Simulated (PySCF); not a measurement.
1-(chloromethyl)-1-fluorocyclopropane (C4H6ClF), SMILES C1CC1(CCl)F.

Geometry optimised at PBE-D3(BJ)/def2-SVP. Other conformers were not sampled.

Two levels are set side by side: TDDFT-PBE/def2-SVPD (PySCF) and TDDFT-B3LYP/def2-SVPD (PySCF). Vertical, same geometry. The lowest singlet is HOMO→LUMO 90 % with PBE and HOMO−1→LUMO 66 %, HOMO→LUMO 15 % with the other functional; states are paired by order. Differences are taken from unrounded values.

```json
[
 {"quantity": "lowest singlet excitation (eV)", "TDDFT-B3LYP": "7.02"},
 {"quantity": "lowest triplet excitation (TDA) (eV)", "TDDFT-B3LYP": "6.36"},
 {"quantity": "first bright state (f over 0.05) (eV)", "TDDFT-B3LYP": "7.35"},
 {"quantity": "its oscillator strength", "TDDFT-B3LYP": "0.05"}
]
```

Q: What does TDDFT-PBE give, and how far is it from TDDFT-B3LYP? (The exact figures need the calculation; the answer reports its results.)

A: 
| quantity | TDDFT-PBE | TDDFT-PBE minus TDDFT-B3LYP |
|---|---|---|
| lowest singlet excitation (eV) | 6.46 | -0.57 |
| lowest triplet excitation (TDA) (eV) | 6.06 | -0.30 |
| first bright state (f over 0.05) (eV) | 6.46 | -0.89 |
| its oscillator strength | 0.07 | 0.02 |

A lower first singlet is the usual sign of a functional without exact exchange. Differences between two approximate levels are no errors against the true value.

Rough cost on one machine, each run with all the roots and properties that it gave: TDDFT-B3LYP against TDDFT-PBE about 3 times.
